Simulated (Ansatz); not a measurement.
Total energies of [AlCl4]- (AlCl₄⁻) from Ansatz at PBE-D4/def2-TZVPD, gas phase (1 Eh = 27.2114 eV = 2625.5 kJ/mol). The reference geometry is relaxed at r2SCAN-D4/def2-SVPD.

```csv
state,geometry,energy (Eh)
charge -1 singlet,reference,-2082.81142
charge 0 doublet,reference,-2082.60457
charge 0 doublet,relaxed at r2SCAN-D4/def2-SVPD,-2082.60569
```

(1) Work out the vertical ionisation energy to the doublet.

(2) How much does the charge 0 doublet relax, and what is the adiabatic ionisation energy?

(1) E(charge 0 doublet) − E(charge -1 singlet) = -2082.60457 − (-2082.81142) = 0.20685 Eh = 5.63 eV. For comparison, −ε of the highest occupied level is 3.10 eV at this level, 2.53 eV less.

(2) Relaxation: -2082.60457 − (-2082.60569) = 0.00112 Eh = 0.03 eV. Adiabatic ionisation energy: 0.20573 Eh = 5.60 eV, without zero-point energy. 

At PBE-D4/def2-TZVPD the gap within one spin of the charge 0 doublet nearly closes, so an electron or hole may be smeared out by delocalisation error. At PBE-D4/def2-TZVPD the gap within one spin of the relaxed charge 0 doublet nearly closes, so an electron or hole may be smeared out by delocalisation error.
